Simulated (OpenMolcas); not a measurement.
Co2+ with 6 ligands (oxide) in octahedral coordination (Oh). A charge of +1.67 e stands 3.2 Å behind each ligand. Ligand basis ANO-RCC-VDZP.

* Program: OpenMolcas 26.06
* Method: CASSCF
* Basis: ANO-RCC-VTZP [6s5p3d2f1g]
* Scalar Hamiltonian: DKH2, point nucleus
* Active space: 7 electrons in 5 orbitals (3d)
* State averaging: 2S+1 = 4 even, 10 roots; 2S+1 = 2 even, 40 roots
* Spin-orbit coupling: state interaction with AMFI integrals over the reference wave functions

All ligands move together. At R = 2.04 Å |10Dq| is 6689 cm-1, and at R = 2.12 Å it is 5477 cm-1.

Problem. A third run gives 4386 cm-1. What distance was it run at?

Solution. With a power law R^-n the two known points give n = -ln(5477 / 6689) / ln(2.12 / 2.04) = 5.20. Then R = 2.04 × (6689 / 4386)^(1/5.20) = 2.212 Å. The run was at 2.21 Å, so the estimate is off by +0.002 Å.

An orbital triplet at a regular site is open to Jahn-Teller coupling, which can distort the site and quench the lowest spin-orbit gaps and is left out. Without dynamic correlation the repulsion within the d shell is too large (B by tens of per cent), so at a given field states of lower spin stand too high. The oxide ions are held by bare point charges, a crude embedding. Ligand-to-metal charge-transfer states are missing. With oxide or sulfide held by bare charges the field of late divalent 3d ions can come out several times too small, and g and χT far too large. With no ligand orbital active B as a rule stays too high, so bands that hang on it stand too high and its fall with covalency is understated. With metal d orbitals alone and no dynamic correlation the field as a rule comes out too small, by tens of per cent, by up to half for chloride and softer ligands, and with too little covalency χT stands high. No measured value stands beside these numbers; the geometry is a model, was not optimised and need not be the one that this ion takes.
